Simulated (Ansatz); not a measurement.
System: ZrF, charge 0, multiplicity 4. The spin state was set by rule; other spins were not relaxed. 
Geometry from a B3LYP-D3(BJ)/def2-TZVP (Ansatz, a program for electronic structure) optimisation:
```xyz
2

Zr     0.0000     0.0000    -0.3501
F      0.0000     0.0000     1.5561
```
Charge 0, spin multiplicity 4.

Quantity: vertical ionisation energy (to the triplet state of charge +1; each state is the SCF solution reached for its spin), in eV. Cores are frozen in the correlated levels unless marked. Open shells are spin-unrestricted. No spin-orbit coupling. Frozen are the shells of the preceding noble gas and the d and f shells that filled before the atom's block. In def2 rows, elements after Kr have scalar-relativistic effective core potentials. CBS(X,Y): correlation extrapolated as X^-3; Hartree-Fock from the larger set.

| level | program | vertical ionisation energy (eV) |
|---|---|---|
| SVWN5/def2-TZVPD | Ansatz | 6.96 |
| PBE/def2-TZVPD | Ansatz | 6.77 |
| r2SCAN/def2-TZVPD | Ansatz | 6.76 |
| PBE0/def2-TZVPD | Ansatz | 6.78 |
| wB97M-V/def2-TZVPD | Ansatz | 6.59 |
| wB97X-V/def2-TZVPD | Ansatz | 6.49 |

Task: Predict the CCSD(T)/CBS(def2-TZVPPD,def2-QZVPPD) result (Ansatz).

Result: 6.43 eV
